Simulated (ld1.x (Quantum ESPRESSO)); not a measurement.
## Ranking TM potentials for sulfur (S)

All share these settings but for the change named:

ld1.x (Quantum ESPRESSO) 7.5 input, shortened:

```
&input
   title='S', zed=16., rel=0, dft='PBESOL', iswitch=3,
   config='[Ne] 3s2 3p3.5 3d-2'
 /
 &inputp
   pseudotype=2, tm=.true., lloc=0,
   nlcc=.false.
 /
3
3P  2  1   3.50   0.00  1.25  1.25  0.0
3D  3  2  -2.00   0.30  1.15  1.15  0.0
3S  1  0   2.00   0.00  1.05  1.05  0.0
 &test
   configts(1)='3s2 3p3.5'
 /
```

Test errors are all-electron minus pseudo excitation energies from the reference, over 3s2 3p4; 3s2 3p3; 3s2 3p2; 3s2 3p1; 3s1 3p5; 3s0 3p6; 3s2 3p4.3. None of these files shows a bound ghost.

The base gives 97.4 meV.

Of 9 variants that were run, those that failed, showed a ghost or another fault, or gave nearly equal values are left out.

Problem. Rank these variants by their largest absolute test error, smallest first.
A. all radii scaled by about 1.15 (s 1.22, p 1.44, d 1.32 bohr)
B. all radii scaled by about 0.96 (s 1.00, p 1.20, d 1.10 bohr)
C. all radii scaled by about 0.90 (s 0.94, p 1.12, d 1.04 bohr)

Solution. A (80.7 meV), B (128.2 meV), C (212.6 meV).
